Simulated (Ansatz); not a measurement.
C2H5AlO2. Total charge 0; spin multiplicity 1. The bonds changed during the relaxation, so this is another structure than the one it started from. The structure was optimised at the PBE0-D4/def2-TZVP level.

```xyz
10

C     0.013    0.834    1.723
O     0.260    1.156    0.340
C     0.115    0.203   -0.527
O    -0.229   -0.961   -0.168
Al    0.000   -0.948   -2.085
H     0.695    0.051    2.054
H     0.190    1.756    2.269
H    -1.015    0.498    1.853
H     1.332   -1.644   -2.571
H    -1.361   -0.947   -2.888
```

What is the dipole moment at r2SCAN/def2-TZVPP? (Best estimate.)

Computed: 2.81 D, with components (-0.04, 1.04, 2.61) D in this frame, pointing from negative to positive charge.

And with PBE, B3LYP, ωB97M-V? (Estimate.)

Ansatz gave: PBE 2.80 D, B3LYP 2.68 D, ωB97M-V 2.66 D.

Give the Mulliken charges with r2SCAN, ωB97M-V, PBE in def2-TZVPP. (Best estimate.)

Computed: 
| atom | r2SCAN | ωB97M-V | PBE |
| --- | --- | --- | --- |
| C1 | -0.05 | -0.23 | -0.20 |
| O2 | -0.23 | -0.21 | -0.15 |
| C3 | 0.16 | 0.18 | 0.13 |
| O4 | -0.30 | -0.29 | -0.23 |
| Al5 | 0.51 | 0.38 | 0.33 |
| H6 | 0.09 | 0.15 | 0.13 |
| H7 | 0.09 | 0.14 | 0.13 |
| H8 | 0.09 | 0.15 | 0.13 |
| H9 | -0.18 | -0.13 | -0.14 |
| H10 | -0.18 | -0.13 | -0.14 |

B3LYP here is the variant with VWN-RPA as its local correlation; programs differ in this.
